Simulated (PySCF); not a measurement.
Cl$_{2}$Mg, triplet, geometry from GFN2-xTB (such geometries of metal compounds can be far from the true shape) (a higher spin typed on purpose: for a closed-shell molecule this is an excited state). Base run: PySCF with B3LYP/3-21G.

Here is a job for PySCF.
```python
from pyscf import gto, scf, dft

mol = gto.Mole()
mol.atom = '''
    Mg    0.00000000    0.00000000    0.00000000
    Cl    0.00000000    0.00000000    2.37515771
    Cl   -0.00000000   -0.00000000   -2.37515771
'''
mol.basis = '3-21g'
mol.spin = 2
mol.verbose = 4
mol.build()

mf = dft.UKS(mol)
mf.xc = 'b3lyp'
mf.kernel()
mf.analyze()
```

The base run was repeated with changes; each row names its change, and settings that it needs were set with it.

```csv
change,ΔE vs base (µEh),grid points,electrons on the grid
base,0.0,56344,46.00000
grids.prune = dft.gen_grid.sg1_prune,92.7,19160,45.99983
grids.level = 7,-0.7,253536,46.00000
grids.becke_scheme = stratmann,-0.2,56344,46.00000
small_rho_cutoff = 0,0.0,56344,46.00000
grids.level = 5,-1.7,127744,46.00000
grids.radi_method = delley,0.9,56304,46.00000
"grids.atom_grid = (30, 110)",1218,7272,45.99952
grids.level = 1,51.5,18864,45.99990
"grids.atom_grid = (150, 974)",-0.9,219456,46.00000
grids.level = 2,-7.0,35024,46.00002
```

Open shells are given as the SCF converged; they aren't shown to be the lowest states, and a large step between rows can be another state.
